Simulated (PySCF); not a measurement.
# Krypton: a sound run and one with changed settings

Sound run: Kr+ [Ar] 3d10 4s2 4p5, Kr(2+) [Ar] 3d10 4s2 4p4. Calculation: PySCF 2.14, in def2-TZVP (6s5p4d1f, 48 functions); the non-relativistic Hamiltonian (point nucleus). In the sound run the correlated levels freeze [Ar] 3d10. The sound run starts from symmetry-adapted Hartree-Fock orbitals and uses a fine grid where one is needed.

Changed run: the spin-free X2C one-electron Hamiltonian (Gaussian nucleus). This setting is unsound on purpose.

| species | method | sound run (hartree) | changed run (hartree) | converged |
| --- | --- | --- | --- | --- |
| Kr+ | UHF | -2751.52176 | -2779.27012 | yes |
| Kr+ | PBE | -2752.83299 | -2780.56209 | yes |
| Kr+ | PBE0 | -2752.93399 | -2780.66846 | yes |
| Kr+ | MP2 | -2751.65992 | -2779.40783 | yes |
| Kr+ | CCSD(T) | -2751.68430 | -2779.43169 | yes |
| Kr(2+) | UHF | -2750.66749 | -2778.41467 | yes |
| Kr(2+) | PBE | -2751.93935 | -2779.66745 | yes |
| Kr(2+) | PBE0 | -2752.03882 | -2779.77228 | yes |
| Kr(2+) | MP2 | -2750.77565 | -2778.52222 | yes |
| Kr(2+) | CCSD(T) | -2750.79884 | -2778.54482 | yes |

Ionisation energy of Kr+:

```csv
method,sound run (eV),changed run (eV)
UHF,23.246,23.278
PBE,24.317,24.345
PBE0,24.359,24.386
MP2,24.062,24.099
SCS-MP2,24.059,24.095
CCSD,24.066,24.104
CCSD(T),24.095,24.133
```

Most of the change in total energy is the relativistic energy itself. On top of that the contraction fixes the core shape for the Hamiltonian it was made with, so the changed run is not a good calculation with the other Hamiltonian either.

For comparison, NIST gives 24.360 eV between the lowest levels.
